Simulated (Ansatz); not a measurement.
`CO[SiH](Cl)[GeH3]`, charge 0, multiplicity 1.

Give a relaxed structure at PBE0-D4/def2-TZVP (Ansatz 0.2.0). (Estimate.)

Ansatz gave: 
Cartesian coordinates in Å:
```
C 1.4570 -0.8031 -1.2347
O 0.7488 0.4137 -1.1325
Si -0.7695 0.5216 -0.5338
Cl -1.4826 2.3595 -1.0909
Ge -0.8165 0.3773 1.8423
H 1.7457 -1.1814 -0.2480
H 2.3621 -0.6174 -1.8138
H 0.8657 -1.5709 -1.7464
H -1.6320 -0.5132 -1.1675
H -0.1640 -0.9374 2.3100
H -2.2669 0.3992 2.3501
H -0.0480 1.5521 2.4652
```
This is one stationary point; other conformers may exist.
